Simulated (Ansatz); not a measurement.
```yaml
crystal:
  periodic: [false, false, false]
  atoms:
    - {symbol: C, position_ang: [-0.775457, 0.541308, -0.174426]}
    - {symbol: Sn, position_ang: [0.563174, -1.031697, -0.288202]}
    - {symbol: Br, position_ang: [1.290810, -1.386219, 1.977458]}
    - {symbol: H, position_ang: [-0.271322, 1.351636, 0.257160]}
    - {symbol: H, position_ang: [-1.585437, 0.266051, 0.425355]}
    - {symbol: H, position_ang: [-1.106820, 0.793252, -1.134294]}
    - {symbol: H, position_ang: [1.943708, -0.599610, -1.106923]}
basis:
  gaussian: {orbitals: x2c-TZVPPall}
magnetization: {spin_polarized: true, initial_magnetization: 3}
hamiltonian: {xc: {name: PBE0}}
kpoints: {mp_grid: {grid: [2, 2, 2]}}
output: {forces: true}
```

```sh
$ ansatz run in.yaml --threads 2 --pin off --events-out ev --progress --plain --max-ram 32768MiB --backend cpu
```

Shortened log:

```
Error: invalid value for `basis.gaussian`: such a run doesn't read kpoints; remove what it names
```

In this input the input holds a key that doesn't belong there. The input was rejected before any iteration.
